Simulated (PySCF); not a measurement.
A structure optimised at PBE0-D3(BJ)/def2-SVP, used in a PySCF frequency run:

```
Hf
Cl 1 2.3505
Cl 1 2.3633 2 98.87
Cl 1 2.3633 2 98.87 3 -120.00
Cl 1 2.3633 2 98.87 3 120.00
N 1 2.4124 3 81.13 2 -180.00
H 6 1.0217 1 112.03 3 -60.00
H 6 1.0217 7 106.80 1 123.01
H 6 1.0217 7 106.80 8 113.99
```

Write its SMILES, formula and point group.

[NH3]->[Hf]([Cl])([Cl])([Cl])[Cl], Cl4H3HfN, C3v

What are its rotational constants (standard atomic weights)?

0.86749, 0.83339, 0.83339 GHz
